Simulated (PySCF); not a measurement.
**Working out the excitation energy of F**

F [He] 2s2 2p5 (2P) → F [He] 2s1 2p6 (2S). Computed with PySCF 2.14 in x2c-TZVPPall, with scalar relativity by spin-free X2C-1e. Frozen: 1s2. Energies in hartree (1 hartree = 27.21139 eV):

```tsv
part	F (lower)	F (upper)
UHF	-99.498859	-98.618382
CCSD correlation	-0.210004	-0.295118
(T)	-0.003440	-0.009764
```

Q: What does Hartree-Fock give?

A: (-98.618382) − (-99.498859) = 0.880477 hartree = 23.959 eV.

Q: What do CCSD and CCSD(T) give?

A: The CCSD correlation energies differ by -0.085114 hartree = -2.316 eV and the triples by -0.006324 hartree = -0.172 eV, so CCSD gives 21.643 eV and CCSD(T) 21.471 eV.

The upper state lies above the first ionisation limit, where it may autoionise and the basis confines it.
